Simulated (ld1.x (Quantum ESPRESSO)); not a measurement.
## Transferability test, ultrasoft potential for As (Z = 33)

ld1.x (Quantum ESPRESSO) 7.5 input, shortened:

```
&input
   title='As', zed=33., rel=2, dft='PBESOL', iswitch=3,
   config='[Ar] 3d10 4s2 4p3', rel_dist='average'
 /
 &inputp
   pseudotype=3, tm=.true., lloc=-1, rcloc=1.75,
   nlcc=.false.
 /
6
4S  1  0   2.00   0.00  1.20  1.55  0.0
4S  1  0   0.00  -0.05  1.20  1.55  0.0
4P  2  1   3.00   0.00  1.50  2.05  0.0
4P  2  1   0.00  -0.05  1.50  2.05  0.0
3D  3  2  10.00   0.00  0.55  0.70  0.0
3D  3  2   0.00  -2.65  0.55  0.70  0.0
 &test
   configts(1)='3d10 4s2 4p3'
 /
```

Open shells are filled in proportion to 2j + 1 (rel_dist='average').

Energies are relative to the spin-unpolarised reference configuration 3d10 4s2 4p3; without spin polarisation the order of configurations can differ from experiment. The frozen-core shift is the all-electron ΔE with the core orbitals held at their reference shape minus the fully relaxed ΔE.

```
valence configuration  charge  ΔE all-electron (eV)  error AE − PS (meV)  frozen-core shift (meV)
         3d10 4s2 4p2      +1                 9.161                 -0.7                     +0.1
         3d10 4s2 4p1      +2                27.106                 -4.4                     +0.7
         3d10 4s2 4p0      +3                54.834                  -11                     +3.4
         3d10 4s1 4p4       0                 9.420                 +0.4                     +0.3
         3d10 4s1 4p3      +1                19.271                 +1.3                     +0.7
         3d10 4s1 4p0      +4               105.463                  +14                      +17
         3d10 4s0 4p5       0                19.062                 +2.1                     +1.5
```

Levels in the configuration 3d10 4s0 4p5:

```
   level  all-electron (eV)  pseudo (eV)
3d j=3/2            -44.277      -44.450
3d j=5/2            -43.545      -43.716
4p j=1/2             -6.642       -6.640
4p j=3/2             -6.331       -6.329
```
